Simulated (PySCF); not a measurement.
C6H11O (SMILES C[C](C)CC(C)=O), doublet, geometry from GFN2-xTB; HF/6-31G (PySCF).

Here is a job for PySCF.
```python
from pyscf import gto, scf

mol = gto.Mole()
mol.atom = '''
    C    -0.97511288    1.58097870   -0.94203304
    C    -0.96231969    0.53522561    0.11085503
    C    -1.97227886   -0.54738907    0.09058227
    C     0.15344713    0.42274369    1.07514839
    C     1.00349514   -0.56158825    0.27571600
    C     2.07304886    0.06860748   -0.57898108
    O     0.77513768   -1.75479997    0.28390729
    H    -1.96906957    2.02875190   -1.00777574
    H    -0.25662568    2.37086978   -0.73304793
    H    -0.75760249    1.16387695   -1.93176553
    H    -2.62178701   -0.47275434   -0.77775111
    H    -2.58934883   -0.52972765    0.99332890
    H    -1.46799437   -1.52046669    0.07946754
    H    -0.16180915   -0.03317521    2.01389098
    H     0.67421938    1.36181235    1.24929421
    H     1.65956405    0.85865389   -1.19986032
    H     2.53323844   -0.68746312   -1.21024054
    H     2.83443576    0.50655300    0.06547593
'''
mol.basis = '6-31g'
mol.spin = 1
mol.verbose = 4
mol.build()

mf = scf.UHF(mol)
mf.kernel()
```

What the program printed (banner, timings and long lists left out):

```
PySCF version 2.14.0

[INPUT] verbose = 4
[INPUT] num. atoms = 18
[INPUT] num. electrons = 55
[INPUT] charge = 0
[INPUT] spin (= nelec alpha-beta = 2S) = 1
[INPUT] symmetry False subgroup None
[INPUT] Mole.unit = angstrom
[INPUT] Symbol           X                Y                Z      unit          X                Y                Z       unit  Magmom
[INPUT]  1 C     -0.975112880000   1.580978700000  -0.942033040000 AA   -1.842696283736   2.987616751771  -1.780184445891 Bohr   0.0
[INPUT]  2 C     -0.962319690000   0.535225610000   0.110855030000 AA   -1.818520658376   1.011429817753   0.209485646230 Bohr   0.0
[INPUT]  3 C     -1.972278860000  -0.547389070000   0.090582270000 AA   -3.727066886669  -1.034415425880   0.171175682041 Bohr   0.0
[INPUT]  4 C      0.153447130000   0.422743690000   1.075148390000 AA    0.289973050301   0.798869794988   2.031736000367 Bohr   0.0
[INPUT]  5 C      1.003495140000  -0.561588250000   0.275716000000 AA    1.896330981932  -1.061247987274   0.521027728161 Bohr   0.0
[INPUT]  6 C      2.073048860000   0.068607480000  -0.578981080000 AA    3.917494588242   0.129649347297  -1.094115672505 Bohr   0.0
[INPUT]  7 O      0.775137680000  -1.754799970000   0.283907290000 AA    1.464797924031  -3.316091346695   0.536507022867 Bohr   0.0
[INPUT]  8 H     -1.969069570000   2.028751900000  -1.007775740000 AA   -3.721002207515   3.833785465691  -1.904420143581 Bohr   0.0
[INPUT]  9 H     -0.256625680000   2.370869780000  -0.733047930000 AA   -0.484952251730   4.480294561208  -1.385259823879 Bohr   0.0
[INPUT] 10 H     -0.757602490000   1.163876950000  -1.931765530000 AA   -1.431661217389   2.199408678194  -3.650507788575 Bohr   0.0
[INPUT] 11 H     -2.621787010000  -0.472754340000  -0.777751110000 AA   -4.954459405842  -0.893376226800  -1.469736590976 Bohr   0.0
[INPUT] 12 H     -2.589348830000  -0.529727650000   0.993328900000 AA   -4.893160129663  -1.001040179109   1.877119572615 Bohr   0.0
[INPUT] 13 H     -1.467994370000  -1.520466690000   0.079467540000 AA   -2.774107311703  -2.873265625624   0.150171886393 Bohr   0.0
[INPUT] 14 H     -0.161809150000  -0.033175210000   2.013890980000 AA   -0.305774977949  -0.062692061025   3.805702396932 Bohr   0.0
[INPUT] 15 H      0.674219380000   1.361812350000   1.249294210000 AA    1.274089976074   2.573452374550   2.360823905905 Bohr   0.0
[INPUT] 16 H      1.659564050000   0.858653890000  -1.199860320000 AA    3.136121540674   1.622620687892  -2.267407392533 Bohr   0.0
[INPUT] 17 H      2.533238440000  -0.687463120000  -1.210240540000 AA    4.787126859820  -1.299117017539  -2.287023165446 Bohr   0.0
[INPUT] 18 H      2.834435760000   0.506553000000   0.065475930000 AA    5.356307304073   0.957246437577   0.123731575451 Bohr   0.0

nuclear repulsion = 311.255814889991
number of shells = 57
number of NR pGTOs = 198
number of NR cGTOs = 85
basis = 6-31g
ecp = {}

******** <class 'pyscf.scf.uhf.UHF'> ********
method = UHF
initial guess = minao
damping factor = 0
level_shift factor = 0
DIIS = <class 'pyscf.scf.diis.CDIIS'>
diis_start_cycle = 1
diis_space = 8
diis_damp = 0
SCF conv_tol = 1e-09
SCF conv_tol_grad = None
SCF max_cycles = 50
direct_scf = True
direct_scf_tol = 1e-13
number electrons alpha = 28  beta = 27
Set gradient conv threshold to 3.16228e-05
init E= -309.756869877207

cycle= 1 E= -308.104240366193  delta_E= 1.65  |g|= 0.539  |ddm|= 2.63
cycle= 2 E= -308.197241585349  delta_E= -0.093  |g|= 0.47  |ddm|= 1.15
cycle= 3 E= -308.285442243172  delta_E= -0.0882  |g|= 0.0642  |ddm|= 0.569
cycle= 4 E= -308.293482300628  delta_E= -0.00804  |g|= 0.0278  |ddm|= 0.193
cycle= 5 E= -308.295380471217  delta_E= -0.0019  |g|= 0.0151  |ddm|= 0.103
cycle= 6 E= -308.295915439441  delta_E= -0.000535  |g|= 0.00626  |ddm|= 0.0622
cycle= 7 E= -308.296014606401  delta_E= -9.92e-05  |g|= 0.00327  |ddm|= 0.0229
cycle= 8 E= -308.29604904921  delta_E= -3.44e-05  |g|= 0.00246  |ddm|= 0.0108
cycle= 9 E= -308.296072592123  delta_E= -2.35e-05  |g|= 0.00209  |ddm|= 0.0079
cycle= 10 E= -308.296106041686  delta_E= -3.34e-05  |g|= 0.00168  |ddm|= 0.0127
cycle= 11 E= -308.296142904201  delta_E= -3.69e-05  |g|= 0.00115  |ddm|= 0.0183
cycle= 12 E= -308.296161208885  delta_E= -1.83e-05  |g|= 0.000682  |ddm|= 0.0151
cycle= 13 E= -308.296166615822  delta_E= -5.41e-06  |g|= 0.000366  |ddm|= 0.00914
cycle= 14 E= -308.296167628436  delta_E= -1.01e-06  |g|= 0.000184  |ddm|= 0.00399
cycle= 15 E= -308.296167781616  delta_E= -1.53e-07  |g|= 0.000114  |ddm|= 0.00119
cycle= 16 E= -308.296167833108  delta_E= -5.15e-08  |g|= 5.64e-05  |ddm|= 0.00068
cycle= 17 E= -308.296167847102  delta_E= -1.4e-08  |g|= 2.54e-05  |ddm|= 0.000333
cycle= 18 E= -308.296167849226  delta_E= -2.12e-09  |g|= 1.03e-05  |ddm|= 0.000145
cycle= 19 E= -308.296167849386  delta_E= -1.6e-10  |g|= 5.37e-06  |ddm|= 4.54e-05
Extra cycle  E= -308.296167849436  delta_E= -5e-11  |g|= 3.93e-06  |ddm|= 1.11e-05
converged SCF energy = -308.296167849436  <S^2> = 0.78531295  2S+1 = 2.0350066
```
